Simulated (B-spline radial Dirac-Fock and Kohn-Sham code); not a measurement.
The free praseodymium atom: differential elastic cross section for electrons at 5 keV

Level of theory: relativistic (Dirac) partial waves in the static field of the Dirac-Fock atom with Furness-McCarthy exchange, without polarisation or absorption potentials; a radial atomic solver.

Input of the calculation (task.json; shells as n, l, electrons):

```json
{"items": [{
  "Z": 59,
  "q": 0,
  "cfg": [[1, 0, 2], [2, 0, 2], [2, 1, 6], [3, 0, 2], [3, 1, 6], [3, 2, 10], [4, 0, 2], [4, 1, 6], [4, 2, 10], [4, 3, 3], [5, 0, 2], [5, 1, 6], [6, 0, 2]],
  "A": 141,
  "rrms": 4.8919,
  "do": "elastic",
  "energies": [[5000, 0]],
  "theta": [0, 1, 2, 3, 5, 7, 10, 15, 20, 25, 30, 40, 50, 60, 70, 80, 90, 100, 110, 120, 130, 140, 150, 160, 170, 180]
}]}
```

Command: `python xray2_run.py task.json out`

```csv
θ (°),dσ/dΩ (a₀²/sr),Sherman function
0,651,0.000
1,475,0.000
2,235,0.000
3,116,0.000
5,39.3,0.000
7,16.5,0.000
10,5.93,0.001
15,1.77,0.001
20,0.768,0.001
25,0.421,-0.003
30,0.255,-0.007
40,0.112,-0.013
50,0.0607,0.003
60,0.0373,0.037
70,0.0249,0.070
80,0.0179,0.074
90,0.0140,0.033
100,0.0123,-0.041
110,0.0123,-0.108
120,0.0137,-0.136
130,0.0159,-0.130
140,0.0186,-0.106
150,0.0212,-0.078
160,0.0235,-0.050
170,0.0249,-0.025
180,0.0254,0.000
```

The total elastic cross section is 5.48 a₀², the first transport cross section 0.305 a₀² and the second, weighted with (3/2) sin²θ, 0.459 a₀². The mean deflection is ⟨1 − cos θ⟩ = 0.0557, and 1.8 % of the collisions scatter beyond 90°.

On this grid of angles the cross section has a minimum near 100°.
